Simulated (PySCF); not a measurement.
Compound: C8H13N.
Numbering: `[CH3:1][C@@H:2]1[CH2:3][CH2:4][CH2:5][C@@H:6]1[CH2:7][C:8]#[N:9]`

NICS is the negative of the GIAO shielding at a point without a nucleus: at the ring centre (0) and 1 Å above and below it (1); zz is the component along the ring normal. Level: GIAO PBE0/pcSseg-1 (PySCF, non-relativistic, gas phase) on the GFN2-xTB geometry, one conformer.

Ring bond lengths (Å), with Mayer bond orders in brackets: C2–C3 1.532 (1.03), C3–C4 1.536 (1.03), C4–C5 1.539 (1.03), C5–C6 1.535 (1.00), C6–C2 1.537 (0.98).

Question: Give the NICS values of each ring in ppm.

Answer: 
```
          ring                                            type  NICS(0)  NICS(1), two faces  NICS(1)zz, two faces  rms pucker (Å)  centre to ring atoms, mean (Å)
C2–C3–C4–C5–C6  5-membered carbocycle; formal bonds all single     -5.7         -3.8 / -4.1           -4.2 / -5.4            0.18                            1.28
```

Question: What do they say, and how far can they be read as aromaticity?

Answer: 
- C2–C3–C4–C5–C6: mean NICS(1)zz -4.8 ppm, shielded. C2, C3, C4, C5, C6 have four or more neighbours, so the value isn't read as a sign of a π ring current.

Question: What are the shieldings of the ring atoms and their hydrogens in the same run (means over atoms taken as equivalent)?

Answer: 
```
  atoms         environment  σ isotropic (ppm)  principal values of the symmetric part, first atom (ppm)
     C2       sp3 CH carbon              145.4                                       123.3, 153.1, 159.8
     C3     ring CH2 carbon              149.9                                       121.9, 152.0, 175.8
     C4     ring CH2 carbon              163.0                                       131.4, 174.8, 182.9
     C5     ring CH2 carbon              155.6                                       123.5, 160.9, 182.5
     C6       sp3 CH carbon              141.6                                       116.7, 143.1, 165.2
H on C2    methine hydrogen              29.81                                          26.2, 27.0, 36.2
H on C3  methylene hydrogen              29.80                                          24.9, 27.5, 37.0
H on C3  methylene hydrogen              30.25                                          25.8, 27.8, 37.1
H on C4  methylene hydrogen              29.85                                          25.5, 27.2, 36.8
H on C4  methylene hydrogen              29.86                                          24.4, 27.5, 37.6
H on C5  methylene hydrogen              30.37                                          26.3, 29.3, 35.5
H on C5  methylene hydrogen              29.36                                          23.8, 28.7, 35.5
H on C6    methine hydrogen              29.60                                          26.0, 28.0, 34.8
```
